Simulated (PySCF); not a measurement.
Ga(H)(OH)2 (GaH₃O₂), SMILES [OH][GaH][OH].

Geometry optimised at PBE-D3(BJ)/def2-TZVP. The values are those of a single conformer.

Computed with TDDFT-B3LYP/def2-SVPD (PySCF).

Vertical excitations. Gas-phase values at a fixed geometry. State labels are in the subgroup Cs.

Computed lowest excited states:
```json
[
 {"state": "S1", "symmetry": "A\"", "energy (eV)": "6.40", "λ (nm)": "194", "f": "0.000", "main pairs": "HOMO→LUMO+1 98 %"},
 {"state": "S2", "symmetry": "A'", "energy (eV)": "6.61", "λ (nm)": "188", "f": "0.015", "main pairs": "HOMO→LUMO 84 %"},
 {"state": "S3", "symmetry": "A\"", "energy (eV)": "6.83", "λ (nm)": "181", "f": "0.005", "main pairs": "HOMO−1→LUMO 97 %"},
 {"state": "S4", "symmetry": "A\"", "energy (eV)": "7.09", "λ (nm)": "175", "f": "0.002", "main pairs": "HOMO−3→LUMO 99 %"},
 {"state": "S5", "symmetry": "A\"", "energy (eV)": "7.12", "λ (nm)": "174", "f": "0.106", "main pairs": "HOMO−2→LUMO+1 88 %"},
 {"state": "S6", "symmetry": "A'", "energy (eV)": "7.12", "λ (nm)": "174", "f": "0.010", "main pairs": "HOMO−2→LUMO 56 %, HOMO−1→LUMO+1 36 %"},
 {"state": "S7", "symmetry": "A'", "energy (eV)": "7.53", "λ (nm)": "165", "f": "0.168", "main pairs": "HOMO−1→LUMO+1 41 %, HOMO−3→LUMO+1 28 %, HOMO−2→LUMO 15 %, HOMO→LUMO 8 %"},
 {"state": "S8", "symmetry": "A\"", "energy (eV)": "7.63", "λ (nm)": "162", "f": "0.003", "main pairs": "HOMO→LUMO+2 87 %"},
 {"state": "S9", "symmetry": "A'", "energy (eV)": "7.77", "λ (nm)": "160", "f": "0.144", "main pairs": "HOMO−3→LUMO+1 51 %, HOMO−2→LUMO 24 %, HOMO−1→LUMO+1 14 %"},
 {"state": "S10", "symmetry": "A\"", "energy (eV)": "8.06", "λ (nm)": "154", "f": "0.004", "main pairs": "HOMO→LUMO+3 83 %"},
 {"state": "T1", "symmetry": "A'", "energy (eV)": "5.92", "λ (nm)": "210", "f": "0", "main pairs": "HOMO→LUMO 98 %"},
 {"state": "T2", "symmetry": "A\"", "energy (eV)": "6.06", "λ (nm)": "205", "f": "0", "main pairs": "HOMO→LUMO+1 92 %"},
 {"state": "T3", "symmetry": "A'", "energy (eV)": "6.40", "λ (nm)": "194", "f": "0", "main pairs": "HOMO−1→LUMO+1 85 %"},
 {"state": "T4", "symmetry": "A\"", "energy (eV)": "6.45", "λ (nm)": "192", "f": "0", "main pairs": "HOMO−1→LUMO 87 %"}
]
```
Triplets are in the Tamm–Dancoff approximation, which puts them higher than full response would, so one can lie above its singlet here.
